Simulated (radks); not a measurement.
Effect of the nuclear size on the bismuth ion Bi2+, [Hg] 6p1. Method: Dirac Kohn-Sham, relativistic LDA (MacDonald-Vosko exchange, VWN5 correlation), spin-unpolarised, spherical densities, finite nucleus; open shells are shared between the two j in proportion to 2j + 1; Fermi nuclear charge, rms radius 5.5211 fm; computed with a radial shooting solver on a logarithmic mesh with Libxc functionals. The rms radius is varied about that value; shifts are against it.

rms radius (fm),total energy shift (eV),density at nucleus (e/bohr^3),1s1/2 shift (meV),2s1/2 shift (meV),5p1/2 shift (meV),6s1/2 shift (meV),6p1/2 shift (meV),6p3/2 shift (meV),7s1/2 (empty) shift (meV)
4.8144,-34.3,3.106e+06,-13500,-2080,0.459,-3.30,0.417,0.572,-0.679
5.3003,-11.0,2.975e+06,-4340,-666,0.146,-1.06,0.134,0.184,-0.218
5.5211,0,2.922e+06,0.000,0.000,0.000,0.000,0.000,0.000,0.000
5.8579,17.3,2.845e+06,6810,1050,-0.228,1.66,-0.209,-0.288,0.341
6.2333,37.2,2.768e+06,14700,2250,-0.490,3.57,-0.450,-0.620,0.735

Slopes of the eigenvalues against <r^2> in GHz/fm^2, as finite differences over the two radii next to the reference (eigenvalue slopes, not the field-shift constants of lines): 1s1/2 434000, 2s1/2 66500, 5p1/2 -14.6, 6s1/2 105, 6p1/2 -13.3, 6p3/2 -18.3, 7s1/2 (empty) 21.7.
